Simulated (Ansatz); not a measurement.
The same hydrolysis along the group B, Al, Ga, In.

Computed with Ansatz on PBE0-D4/def2-TZVP structures; ΔE is electronic, products minus reactants. CBS: MP2 limit from def2 TZ/QZ plus the TZ coupled-cluster correction, frozen cores. This one scheme is used for every species. DFT in def2-TZVPP. Elements past krypton have def2 core potentials. For Br, Ga, In outer-core shells are correlated without core-valence functions, which leaves a few kJ/mol of doubt a bond. Scalar relativity is left out up to krypton. Each species was taken in one conformer, which may not be the lowest.

| reaction | RPA@PBE/def2-TZVPP (kJ/mol) | CCSD/CBS(def2) (kJ/mol) | revPBE-D4 (kJ/mol) | CCSD(T)/CBS(def2) (kJ/mol) |
| --- | --- | --- | --- | --- |
| `OB(F)Br` + H₂O → `OB(O)F` + HBr | -56 | -55 | -46 | -52 |
| `[OH][Al]([F])[Br]` + H₂O → `[OH][Al]([OH])[F]` + HBr | 17 | 27 | 26 | 28 |
| `[OH][Ga]([F])[Br]` + H₂O → `[OH][Ga]([OH])[F]` + HBr | 59 | 70 | 69 | 69 |
| `[OH][In]([F])[Br]` + H₂O → `[OH][In]([OH])[F]` + HBr | 95 | 110 | 101 | 108 |

Largest T1 diagnostic: 0.017, for `[OH][In]([OH])[F]`.
